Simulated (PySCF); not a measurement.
**Shapes and spin states of BrRuN**

All numbers come from PBE0/[Ru def2-TZVP with ECP28, N def2-TZVP, Br def2-TZVP], scalar-relativistic core potentials, density fitting, no spin–orbit coupling, PySCF.

Relaxations began from a few typed shapes and spin states; open shells are unrestricted. The search is not exhaustive: other isomers or separated fragments can lie lower, and high-lying points may rest on an excited occupation.

```tsv
spin	group	bonds	angles	imaginary modes (cm⁻¹)	ΔE (kJ/mol)	ΔE with ZPE (kJ/mol)
singlet	Cs	Ru–Br 2.413 Å, Ru–N 1.542 Å	Br–Ru–N 135.5°	none	0.0	0.0
singlet	C∞v	Ru–Br 2.464 Å, Ru–N 1.543 Å	Br–Ru–N 180.0°	101i, 101i	11.2	–
triplet	Cs	Ru–Br 2.376 Å, Ru–N 1.590 Å	Br–Ru–N 129.1°	none	45.7	45.2
triplet	C∞v	Ru–Br 2.426 Å, Ru–N 1.611 Å	Br–Ru–N 180.0°	161i, 161i	78.2	–
quintet	Cs	Ru–Br 2.362 Å, Ru–N 1.670 Å	Br–Ru–N 116.5°	none	153.3	151.8
quintet	C∞v	Ru–Br 2.457 Å, Ru–N 1.703 Å	Br–Ru–N 180.0°	197i, 38i	228.7	–
```

The lowest minimum found is the singlet Cs: Ru–Br 2.413 Å, Ru–N 1.542 Å; Br–Ru–N 135.5°.

Formally Ru is in oxidation state +4, d4, with 0 unpaired electrons (the high-spin count would be 4). The polar-tensor charge on Ru, 1.18, is far below the formal one.

The electron or spin density has lower symmetry than the nuclear frame for the quintet C∞v at 228.7 kJ/mol.
